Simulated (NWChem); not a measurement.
## Correlation energy of Ga₂

```
Ga
Ga 1 2.4453
```
Charge 0, spin multiplicity 3.

The numbers come from NWChem runs, not from measurements. All single points use one geometry, from UPBE0/def2-SVP, a minimum by its harmonic frequencies.

Basis set: def2-SVP. Each correlation energy counts from its own Hartree-Fock reference.

The Hamiltonian is non-relativistic. The correlated methods keep 18 core orbitals frozen. This spin state was chosen for the runs; another may lie lower. The structure started from a generated list of species. The unpaired electrons of the parent sit in orbitals of symmetry b2u and b3u (D2h labels of the run); other states weren't searched. The stability of the SCF solutions was not checked. Open-shell Hartree-Fock references start from PBE0 orbitals. No row is a measurement; the coupled-cluster row has its own basis-set and correlation limits.

| method | correlation energy (mHa) |
|---|---|
| CCSD on ROHF | -376.6 |
| CCSD[T] on UHF | -393.3 |
| CCSD(T) on ROHF | ___ |
| UMP2 | -378.3 |
| CCSD(T) on UHF | ___ |
| SCS-UMP2 | -343.2 |
| CCSD on UHF | -373.5 |
| CCSD[T] on ROHF | -397.1 |

Task: What belongs in the gaps?

Result: 
- CCSD(T) on ROHF, correlation energy (mHa): -394.4
- CCSD(T) on UHF, correlation energy (mHa): -390.6
